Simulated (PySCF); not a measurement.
C₈H₁₂OS, SMILES CC(C)(C)c1ccc(O)s1, GFN2-xTB optimised geometry.

```
22

C     -0.44    -2.88     0.02
C     -1.18    -1.54     0.00
C     -2.04    -1.46    -1.27
C     -2.08    -1.44     1.23
C     -0.20    -0.40     0.00
C      1.15    -0.40     0.00
C      1.74     0.89     0.00
C      0.81     1.88     0.00
O      1.05     3.21     0.00
S     -0.81     1.24     0.00
H      0.17    -2.96     0.92
H      0.19    -2.99    -0.85
H     -1.16    -3.70     0.03
H     -2.60    -0.53    -1.30
H     -2.75    -2.29    -1.29
H     -1.42    -1.52    -2.16
H     -1.49    -1.47     2.14
H     -2.64    -0.50     1.22
H     -2.80    -2.26     1.25
H      1.75    -1.30     0.00
H      2.80     1.07     0.00
H      0.23     3.70     0.00
```

Density from PySCF 2.14.0 with CAM-B3LYP/def2-SVP at that geometry.

Minimum of the electron density along straight lines between bonded atoms, close to the bond critical point (lines longer than 1.1 times the sum of covalent radii, or with two minima, are not listed):

| bond | length / Å | ρ at the minimum / e bohr⁻³ | ∇²ρ there / e bohr⁻⁵ | position (fraction from the first atom) |
|---|---|---|---|---|
| C1–C2 | 1.531 | 0.245 | -0.57 | 0.50 |
| C2–C3 | 1.534 | 0.244 | -0.56 | 0.50 |
| C2–C4 | 1.534 | 0.244 | -0.56 | 0.50 |
| C2–C5 | 1.502 | 0.257 | -0.61 | 0.48 |
| C5–C6 | 1.355 | 0.327 | -0.83 | 0.51 |
| C6–C7 | 1.417 | 0.295 | -0.74 | 0.50 |
| C7–C8 | 1.356 | 0.328 | -0.86 | 0.47 |
| C8–O9 | 1.351 | 0.293 | -0.33 | 0.33 |
| C5–S10 | 1.747 | 0.206 | -0.41 | 0.45 |
| C8–S10 | 1.740 | 0.212 | -0.47 | 0.48 |
| C1–H11 | 1.087 | 0.278 | -1.03 | 0.63 |
| C1–H12 | 1.087 | 0.278 | -1.03 | 0.63 |
| C1–H13 | 1.088 | 0.277 | -1.02 | 0.63 |
| C3–H14 | 1.088 | 0.277 | -1.02 | 0.63 |
| C3–H15 | 1.088 | 0.277 | -1.02 | 0.63 |
| C3–H16 | 1.088 | 0.277 | -1.03 | 0.63 |
| C4–H17 | 1.088 | 0.277 | -1.03 | 0.63 |
| C4–H18 | 1.088 | 0.277 | -1.02 | 0.63 |
| C4–H19 | 1.088 | 0.277 | -1.02 | 0.63 |
| C6–H20 | 1.074 | 0.285 | -1.10 | 0.63 |
| C7–H21 | 1.074 | 0.283 | -1.09 | 0.64 |
| O9–H22 | 0.963 | 0.354 | -2.37 | 0.82 |
